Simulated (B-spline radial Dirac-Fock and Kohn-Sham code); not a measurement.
X-ray lines that fill the L2 vacancy in Tl³⁺

System: the Tl³⁺ ion in the configuration [Xe] 4f14 5d10.

Input of the calculation (task.json; shells as n, l, electrons):

```json
{"items": [{
  "Z": 81,
  "q": 3,
  "cfg": [[1, 0, 2], [2, 0, 2], [2, 1, 6], [3, 0, 2], [3, 1, 6], [3, 2, 10], [4, 0, 2], [4, 1, 6], [4, 2, 10], [4, 3, 14], [5, 0, 2], [5, 1, 6], [5, 2, 10]],
  "A": 205,
  "rrms": 5.4759,
  "do": ["binding", "quiet", "decay"],
  "holes": ["K", "L1", "L2", "L3", "M1", "M2", "M3", "M4", "M5", "N1", "N2", "N3", "N4", "N5", "N6", "N7"]
}]}
```

Command: `python xray_run.py task.json out`

These are calculated numbers from a radial atomic solver; the model is one-electron (LDA, Dirac) transition rates at Dirac-Fock energies.

```
       line  multipole  energy (eV)  width (meV)  share (%)
 Lη (L2-M1)         E1      10986.4         46.2       2.08
      L2-M3         E2      11737.0         1.85     0.0835
Lβ1 (L2-M4)         E1      12212.6         1760       79.2
Lγ5 (L2-N1)         E1      13844.8         12.0      0.539
Lγ1 (L2-N4)         E1      14288.5          353       15.9
      L2-O1         E1      14558.6         2.58      0.116
      L2-N6         E2      14577.1         1.44     0.0651
Lγ6 (L2-O4)         E1      14684.9         43.5       1.96
```

The listed lines hold 100.0 % of the radiative rate. The radiative width is 2.22 eV in the length form and 2.27 eV in the velocity form; the two differ because the transition energies are not eigenvalue differences of the potential that gave the orbitals.
